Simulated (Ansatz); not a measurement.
`[BH2][Al]([CH3])[NH2]` + H₂ → `[BH2][AlH][CH3]` + NH₃ at 500 K and 1 bar (hydrogenolysis of the Al–N bond).

Program: Ansatz. Geometries: PBE0-D4/def2-TZVP. ΔE: electronic, gas phase. CBS: MP2 limit from def2 TZ/QZ plus the TZ coupled-cluster correction, frozen cores. This one scheme is used for every species. Each species was taken in one conformer, which may not be the lowest.

| species | CCSD(T)/CBS energy (Eh) | H − E (kJ/mol) | S (J/(mol·K)) |
| --- | --- | --- | --- |
| `[BH2][Al]([CH3])[NH2]` | -363.78148 | 262.5 | 427.6 |
| H₂ | -1.17544 | 41.0 | 145.5 |
| `[BH2][AlH][CH3]` | -308.41798 | 201.4 | 377.9 |
| NH₃ | -56.50880 | 108.2 | 211.8 |

H − E and S are ideal-gas, rigid-rotor, harmonic terms from PBE0-D4/def2-TZVP, for one conformer and one mirror image of each species. The MP2-based limit puts H₂ 0.8 mEh under its directly extrapolated value; such offsets cancel only in part. 1 Eh = 2625.50 kJ/mol, R = 8.31446 J/(mol·K).

Q: By hand: ΔE, ΔH, ΔS and ΔG.

A: ΔE = (-308.41798) + (-56.50880) − (-363.78148) − (-1.17544) = 0.03014 Eh = 79.1 kJ/mol. Δ(H − E) = 201.4 + 108.2 − 262.5 − 41.0 = 6.1, so ΔH = 85.2 kJ/mol. ΔS = 377.9 + 211.8 − 427.6 − 145.5 = 16.6 J/(mol·K). ΔG = 85.2 − 500 × (16.6)/1000 = 76.9 kJ/mol.

Q: By hand: the equilibrium constant, and the temperature at which ΔG would vanish if ΔH and ΔS stayed fixed.

A: log₁₀ K = −ΔG/(RT ln 10) = -8.0. ΔG = 0 at ΔH/ΔS = 5133 K, far beyond where these terms or the molecules hold.

ΔH outweighs TΔS. A doubt of 5 kJ/mol in ΔE shifts log₁₀ K by 0.5 here. Other conformers and mirror images would add mixing entropy, several J/(mol·K) or more a flexible species. Modes under 60 cm⁻¹, often nearly free rotors, make the harmonic entropy too high. These are equilibria of isolated gas molecules and say nothing of rates. Largest T1 diagnostic: 0.010 (customary marks: 0.02 for closed shells, 0.045 for open ones).
